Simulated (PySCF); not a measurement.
# Structure from 2D NMR

Compound of formula C8H13P. Correlations simulated from computed shifts and the bond graph:

HSQC (one-bond C–H):
```
  δH    δC
3.04  43.3
2.70  23.6
2.32   6.8
1.17  25.3
```

COSY cross peaks (H two or three bonds apart, from the bond graph; peaks can be absent where the dihedral angle is near 90°):
```
  δH    δH
3.04  1.17
```

HMBC (two and three bonds, from the bond graph):
```
  δH                 δC
3.04  238.0, 25.3, 23.6
2.70        238.0, 43.3
2.32        122.6, 88.3
1.17  238.0, 43.3, 25.3
```

Carbons without hydrogens: δ 238.0, 122.6, 88.3.

Theory: GFN2-xTB geometry, NMR shieldings at PBE0/pcSseg-1/GIAO, in PySCF 2.14.0 with density-fitted response routines (in vacuum, relativity neglected, equivalent nuclei averaged, one computed conformer).

Chemical shifts δ = σref − σ; TMS for $^{1}$H (31.72 ppm) and $^{13}$C (186.93 ppm), all at this level.

Exchangeable hydrogens are left out of these lists.

Question: Assemble the structure.

Answer: `CC#C/P=C(\C)C(C)C`.

Structure with atom numbers: `[CH3:1][C:2]#[C:3]/[P:4]=[C:5](\[CH3:6])[CH:7]([CH3:8])[CH3:9]`. Each H is labelled by its parent atom.

- δC 238.0 is C5, a carbon double-bonded to a heavier main-group atom.
- δC 122.6 is C2, an alkyne carbon.
- δC 88.3 is C3, an alkyne carbon.
- δC 43.3 is C7, an sp3 CH (δH 3.04).
- δC 25.3 is C8/C9, a methyl carbon (δH 1.17).
- δC 23.6 is C6, a methyl carbon (δH 2.70).
- δC 6.8 is C1, a propargylic methyl carbon (δH 2.32).
- HMBC from δH 3.04 reaches the proton-free carbon C5.
- HMBC from δH 2.70 reaches the proton-free carbon C5.
- HMBC from δH 2.32 reaches the proton-free carbons C2, C3.
- HMBC from δH 1.17 reaches the proton-free carbon C5.
- COSY links 3.04–1.17.

The data come from this structure; uniqueness wasn't tested.

Shifts are as computed. Against solution values, carbons near 30 ppm lie about +3 ppm off and those near 130 ppm about +5 ppm. Of 1211 compounds with measured shifts, 218 miss one by over three times the rms of a fit or turn the order of signals round; such compounds aren't used in these exercises.
